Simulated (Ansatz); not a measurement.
ClH3O3SW, SMILES `[OH][W]([OH])([OH])(=[S])[Cl]`, relaxed with RKS PBE0-D4/def2-TZVP in Ansatz from a PBE-D4/def2-SVP geometry. The force threshold is 0.005 eV/Å; the program also tests the step.

Total charge 0; spin multiplicity 1. W takes the def2 core potential.

Start:

```xyz
9

O     0.161   -0.848    1.590
W     0.131   -0.096   -0.158
O    -0.295    1.322   -1.338
O    -1.402   -1.084   -0.649
S     1.824   -1.032   -1.075
Cl    0.856    1.824    1.160
H     0.361   -0.301    2.374
H    -0.217    2.260   -1.076
H    -1.418   -2.044   -0.828
```

```
        step  energy (eV)  largest force (eV/Å)  largest move (Å)
           1  -31368.7984                 0.808             0.000
           2  -31368.8520                 0.641             0.053
           3  -31368.8670                 0.077             0.019
           4  -31368.8687                 0.059             0.014
           5  -31368.8699                 0.150             0.063
           6  -31368.8709                 0.095             0.027
           7  -31368.8717                 0.232             0.091
           8  -31368.8729                 0.041             0.046
9 (rejected)  -31368.8700                 0.545             0.051
          10  -31368.8732                 0.073             0.025
          11  -31368.8736                 0.022             0.029
          12  -31368.8737                 0.008             0.015
          13  -31368.8737                 0.012             0.001
          14  -31368.8737                 0.020             0.013
          15  -31368.8737                 0.023             0.005
          16  -31368.8738                 0.023             0.006
          17  -31368.8738                 0.014             0.006
          18  -31368.8738                 0.006             0.005
          19  -31368.8738                 0.002             0.001
```

End:

```xyz
9

O     0.099   -0.785    1.655
W     0.116   -0.111   -0.098
O    -0.417    1.258   -1.269
O    -1.371   -1.140   -0.555
S     1.789   -1.008   -1.021
Cl    0.982    1.801    1.085
H     0.397   -0.269    2.408
H    -0.224    2.184   -1.102
H    -1.372   -1.928   -1.103
```

It took 79 s on 4 threads of an Intel Xeon Platinum 8488C on a shared host, with 0.77 GiB of host memory at the peak.
